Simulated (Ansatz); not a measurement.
A structure relaxed at PBE0-D4/def2-TZVP, charge 0, multiplicity 1:

```json
{"atom": "C1", "x (Å)": "-1.918", "y (Å)": "-0.398", "z (Å)": "0.456"}
{"atom": "O2", "x (Å)": "-0.574", "y (Å)": "-0.103", "z (Å)": "0.228"}
{"atom": "Ti3", "x (Å)": "1.055", "y (Å)": "0.442", "z (Å)": "0.056"}
{"atom": "F4", "x (Å)": "2.017", "y (Å)": "0.154", "z (Å)": "1.495"}
{"atom": "Cl5", "x (Å)": "1.104", "y (Å)": "2.584", "z (Å)": "-0.445"}
{"atom": "Se6", "x (Å)": "1.888", "y (Å)": "-0.890", "z (Å)": "-1.782"}
{"atom": "H7", "x (Å)": "-2.057", "y (Å)": "-0.717", "z (Å)": "1.492"}
{"atom": "H8", "x (Å)": "-2.527", "y (Å)": "0.488", "z (Å)": "0.262"}
{"atom": "H9", "x (Å)": "-2.229", "y (Å)": "-1.203", "z (Å)": "-0.214"}
{"atom": "H10", "x (Å)": "3.241", "y (Å)": "-0.356", "z (Å)": "-1.548"}
```

Problem. Give its formula and SMILES.

Solution. CH4ClFOSeTi, `C[O][Ti]([F])([Cl])[SeH]`.

Problem. Summarise the bond lengths by kind.

Solution. 1 × C–O 1.395 Å; 3 × C–H 1.092 to 1.093 Å; 1 × O–Ti 1.726 Å; 1 × F–Ti 1.755 Å; 1 × Cl–Ti 2.201 Å; 1 × Se–Ti 2.418 Å; 1 × H–Se 1.473 Å.

All numbers were calculated with Ansatz.
